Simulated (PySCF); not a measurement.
BGeH5NSi (calculated)

All values are calculated (PySCF 2.14.0). Calculation on a computer-drawn molecule: the log of a Hartree-Fock and frozen-core CCSD(T) single point meant for a local Hartree-Fock minimum, with one planted fault or none, to be diagnosed. Offsets are logged minus clean, where the clean run is the same molecule without the fault. The reference is restricted for singlets and unrestricted otherwise, and also for a bond in bohr or an excited solution. Adding or removing an electron swaps singlet and doublet. The excited solution moves the top pair (singlet) or top alpha electron (doublet) to the lowest empty orbital. Highest occupied and lowest empty are orbital energies over both spins, largest force is the largest gradient component, triples share is (T) over the correlation energy, the T1 limit is 0.02 restricted and 0.045 unrestricted, electrons count all cores, a negative frequency is imaginary (commonest isotopes), and the dipole is about the centre of nuclear charge; on germanium a core potential holds 10 electrons, which the energies leave out, and 3d is frozen in MP2 and coupled-cluster steps.

```yaml
- formula: BGeH5NSi
  logged_structure:
    atoms_angstrom:
      - ["N", 1.3397, -0.189, 1.5649]
      - [B, 0.616, -0.3094, 0.5898]
      - [Si, -0.6982, -0.3111, -0.9031]
      - [Ge, -2.0924, 1.5427, -0.1179]
      - [H, 1.9649, -0.1448, 2.3317]
      - [H, -0.182, 0.1336, -2.2033]
      - [H, -1.603, -1.466, -0.95]
      - [H, -1.8242, 3.0048, -0.4418]
      - [H, -3.2697, 1.3783, 0.8316]
  given:
    meant_charge: 1
    meant_multiplicity: 1
    meant_basis: "cc-pV(D+d)Z"
    meant_basis_and_core_potential_on_germanium: "cc-pVDZ-PP ECP10MDF"
    logged_electrons: 63
    logged_basis_functions: 99
    logged_SCF_converged: "yes"
    logged_spin_squared: 0.7679
    "logged_highest_occupied [eV]": -7.355
    "logged_lowest_empty [eV]": 1.5626
    "logged_largest_force [hartree/bohr]": 0.026524
    logged_T1_diagnostic: 0.016489
    logged_D1_diagnostic: 0.0448
    logged_triples_share: 0.034263
    logged_CC_converged: "yes"
    "logged_dipole_magnitude [debye]": 1.3668
    logged_SCF_stable_within_its_kind: "yes"
    "logged_energy_HF [hartree]": -664.33206
    "logged_energy_CCSD(T) [hartree]": -664.82229
    possible_faults: "no fault, one electron removed, one electron added, multiplicity raised by two, geometry at a saddle point, SCF held on an excited solution, minimal basis STO-3G, one bond length entered in bohr, all coordinates scaled"
    drawn_bonds_atom: [1, 2, 3, 1, 3, 3, 4, 4]
    drawn_bonds_other_atom: [2, 3, 4, 5, 6, 7, 8, 9]
    drawn_bonds_order: [2, 1, 1, 1, 1, 1, 1, 1]
  results:
    planted_fault: "one electron added"
    "HF_energy_offset_from_clean_run [kcal/mol]": -150.2
    "CCSD(T)_energy_offset_from_clean_run [kcal/mol]": -157.4
```
